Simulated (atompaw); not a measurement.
**u(r) = r·R(r): atom against pseudo-atom (Er (Z = 68))**

Columns: radius, all-electron u(r) and pseudo u(r) of the 4f shell (level -17.44 eV) of erbium in the configuration [Kr] 4d10 4f12 5s2 5p6 5d0 6s0 6p0; PBE, scalar-relativistic, PAW (atompaw) scheme, atompaw 4.2.0.5.

```tsv
r (bohr)	all-electron	pseudo
0.115	0.1473	0.0023
0.231	0.6075	0.0341
0.346	0.9647	0.1413
0.462	1.1096	0.3406
0.577	1.1037	0.5790
0.692	1.0261	0.7696
0.808	0.9227	0.8459
0.923	0.8177	0.8092
1.038	0.7199	0.7201
1.154	0.6316	0.6316
1.269	0.5546	0.5546
1.385	0.4869	0.4869
1.500	0.4286	0.4286
1.615	0.3780	0.3780
1.731	0.3336	0.3336
1.846	0.2953	0.2953
1.962	0.2617	0.2617
2.077	0.2325	0.2325
2.192	0.2069	0.2069
2.308	0.1843	0.1843
2.423	0.1645	0.1645
2.538	0.1471	0.1471
2.654	0.1316	0.1316
2.769	0.1179	0.1179
2.885	0.1057	0.1057
3.000	0.0949	0.0949
```

**Question.** How many radial nodes do the two functions have?

**Answer.** The all-electron 4f function has n − l − 1 = 0; the pseudo-wave has 0.

**Question.** At about which radius was the pseudo-wave matched?

**Answer.** 1.10 bohr, where the columns begin to agree (steps of 0.12 bohr).

**Question.** Where does each function peak?

**Answer.** Outermost all-electron maximum near 0.46 bohr, pseudo maximum near 0.81 bohr (to the table’s step).

**Question.** Is the pseudo-wave norm-conserving?

**Answer.** No, it belongs to a PAW set: the norm inside the radius is not constrained, and the difference is carried by the augmentation charge.
